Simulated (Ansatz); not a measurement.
Cost and result for the atomization energy of CH$_{3}$ClMgS (`C[S][Mg][Cl]`) (7 atoms, 6 bonds).

Total charge 0; spin multiplicity 1. Correlated methods include outer-core shells of Mg, which these sets cover unevenly. The structure was optimised at the PBE0-D4/def2-TZVP level. It is one conformer, not always the lowest. Program: Ansatz. All runs use 2 threads of a server CPU on a shared host. Times are those of one run each, without the atoms' runs, and a repeat can differ threefold. Electronic energies, without spin–orbit coupling; frozen cores. CCSD(T)/CBS adds CCSD(T) − MP2 in def2-TZVPP to the MP2 limit, and its time is that of the two runs behind it. T1 = 0.008. With those shells the extrapolation isn't a true limit.

CCSD(T)/CBS is a level of theory with its own doubt, some kJ/mol a heavy atom from the limit and from the frozen cores, so smaller differences don't rank the functionals.

| level | functions | wall time |
| --- | --- | --- |
| revPBE-D4/def2-TZVPP | 189 | 3.8 s |
| BLYP-D4/def2-TZVPP | 189 | 3.8 s |
| CCSD(T)/def2-SVP | 83 | 5 s |
| PBE0-D4/def2-TZVPP | 189 | 5.5 s |
| BHLYP-D4/def2-TZVPP | 189 | 6 s |
| CAM-B3LYP-D4/def2-TZVPP | 189 | 6.5 s |
| r2SCAN-D4/def2-TZVPP (with forces) | 189 | 9 s |
| PBE-QIDH/def2-TZVPP | 189 | 9 s |
| r2SCANh-D4/def2-TZVPP | 189 | 11 s |
| ωB97X-V/def2-TZVPP | 189 | 16 s |
| MP2/def2-QZVPP | 350 | 25 s |
| CCSD(T)/def2-TZVPP | 189 | 2.3 min |
| CCSD(T)/CBS(def2) | – | 2.7 min |

(1) What atomization energy does each give, and how far from CCSD(T)/CBS? (Estimate.)

Results:

(1) The calculation gave: 
| level | atomization (kcal/mol) | difference from CCSD(T)/CBS | per bond |
| --- | --- | --- | --- |
| revPBE-D4/def2-TZVPP | 530.2 | -7.7 | -1.3 |
| BLYP-D4/def2-TZVPP | 526.4 | -11.5 | -1.9 |
| CCSD(T)/def2-SVP | 500.9 | -37.0 | -6.2 |
| PBE0-D4/def2-TZVPP | 536.2 | -1.7 | -0.3 |
| BHLYP-D4/def2-TZVPP | 518.7 | -19.2 | -3.2 |
| CAM-B3LYP-D4/def2-TZVPP | 531.5 | -6.4 | -1.1 |
| r2SCAN-D4/def2-TZVPP (with forces) | 541.4 | 3.5 | 0.6 |
| PBE-QIDH/def2-TZVPP | 533.9 | -4.0 | -0.7 |
| r2SCANh-D4/def2-TZVPP | 538.4 | 0.5 | 0.1 |
| ωB97X-V/def2-TZVPP | 538.0 | 0.1 | 0.0 |
| MP2/def2-QZVPP | 541.5 | 3.6 | 0.6 |
| CCSD(T)/def2-TZVPP | 517.9 | -20.0 | -3.3 |
| CCSD(T)/CBS(def2) | 537.9 | 0.0 | 0.0 |

In def2-TZVPP, CCSD(T) changes the Hartree–Fock value by +117.7 kcal/mol (the triples alone add +8.1 kcal/mol) and MP2 by +129.3 kcal/mol; breaking electron pairs costs correlation energy, which Hartree–Fock lacks. From BLYP to BHLYP (50 % exact exchange), in def2-TZVPP and without D4, the atomization energy moves by −5.3 kcal/mol: exact exchange takes away binding that semilocal exchange gives to molecules. At CCSD(T), def2-SVP lies −37.0 kcal/mol from the extrapolated value and def2-TZVPP −20.0 kcal/mol: correlation converges slowly with the basis, and small sets miss more of it in the bonded molecule than in its fragments.
